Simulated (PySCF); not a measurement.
Compound: CH5NO3Si3.
Numbering: `[N:1]#[C:2][SiH:3]1[O:4][SiH2:5][O:6][SiH2:7][O:8]1` (hydrogens: H9 on Si3; H10, H11 on Si5; H12, H13 on Si7)

The calculation used core-valence-separated Tamm–Dancoff BHandHLYP/aug-pcX-1 (pcseg-1 on H, def2-SVPD on Si) in PySCF, non-relativistic, gas phase, PBE0-D3(BJ)/def2-SVP geometry. Absolute energies from this functional tend to lie a few eV below measured edges; no shift was applied.

(1) What does the O 1s absorption edge look like?

(2) Give energies, oscillator strengths and core holes at the C K edge.

(3) What does the N 1s absorption edge look like?

Results:

(1) 
```json
{"E (eV)": "532.63", "f": "0.0057", "core hole on": "O4/O8", "main final orbital": "LUMO (2 roots, f summed)"}
{"E (eV)": "532.79", "f": "0.0004", "core hole on": "O6", "main final orbital": "LUMO+2 (75 %)"}
{"E (eV)": "533.15", "f": "0.0204", "core hole on": "O4/O8", "main final orbital": "LUMO+1 (2 roots, f summed)"}
{"E (eV)": "533.23", "f": "0.0120", "core hole on": "O6", "main final orbital": "LUMO+1 (60 %)"}
{"E (eV)": "533.75", "f": "0.0014", "core hole on": "O6", "main final orbital": "LUMO (71 %)"}
{"E (eV)": "533.83", "f": "0.0239", "core hole on": "O4/O8", "main final orbital": "LUMO+2 (2 roots, f summed)"}
{"E (eV)": "534.19", "f": "0.0231", "core hole on": "O4/O8", "main final orbital": "LUMO+2 (2 roots, f summed)"}
{"E (eV)": "534.23", "f": "0.0287", "core hole on": "O6", "main final orbital": "LUMO+6 (43 %)"}
{"E (eV)": "534.37", "f": "0.0192", "core hole on": "O6", "main final orbital": "spread"}
{"E (eV)": "534.41", "f": "0.0548", "core hole on": "O4/O8", "main final orbital": "LUMO+11 (2 roots, f summed)"}
```

The first line with a tenth or more of the strongest one's intensity is at 532.63 eV (f = 0.006, sum of 2), with the hole on O4/O8 (siloxane oxygen). The strongest listed is at 534.41 eV (f = 0.055, sum of 2; O4/O8).

(2) 
| E (eV) | f | core hole on | main final orbital | polarisation |
| --- | --- | --- | --- | --- |
| 282.90 | 0.0977 | C2 | LUMO/LUMO+1 (2 roots, f summed) | across the triple bond |
| 286.93 | 0.0024 | C2 | LUMO+3 (35 %) | mixed |
| 287.25 | 0.0178 | C2 | LUMO (37 %) | across the triple bond |
| 287.49 | 0.0124 | C2 | LUMO+4 (33 %) | across the triple bond |
| 287.70 | 0.0153 | C2 | spread | mixed |
| 287.90 | 0.0011 | C2 | LUMO+2 (64 %) | along the triple bond |

The first line with a tenth or more of the strongest one's intensity is at 282.90 eV (f = 0.098, sum of 2), with the hole on C2 (cyano carbon), polarised across the triple bond: a 1s→π* resonance. It is also the strongest listed.

(3) 
```tsv
E (eV)	f	core hole on	main final orbital	polarisation
396.69	0.0629	N1	LUMO+1 (58 %)	across the triple bond
396.72	0.0625	N1	LUMO (62 %)	across the triple bond
401.56	0.0001	N1	LUMO+3 (44 %)	–
402.54	0.0002	N1	LUMO+2 (36 %)	–
402.58	0.0006	N1	LUMO+2/LUMO+6 (2 roots, f summed)	–
402.95	0.0044	N1	LUMO+8 (60 %)	mixed
```

The first line with a tenth or more of the strongest one's intensity is at 396.69 eV (f = 0.063), with the hole on N1 (cyano nitrogen), polarised across the triple bond: a 1s→π* resonance. It is also the strongest listed.

Roots within 0.03 eV whose holes lie on the same, on equivalent or on shared atoms are summed into one line, and the highest roots are left out, as the search may have cut off their partners. Final orbitals are the ground state's empty Kohn–Sham orbitals. A dash: too weak, shared between unlike atoms, or no plane or axis to refer to.

Q: What length of transition dipole belongs to the line at 533.23 eV?

A: From f = (2/3) ΔE |μ|² in atomic units, with ΔE = 19.596 Eh and f = 0.0120: |μ| = 0.030 au = 0.08 D.

Only the lowest roots of each edge were sought.

One conformer stands for the species.
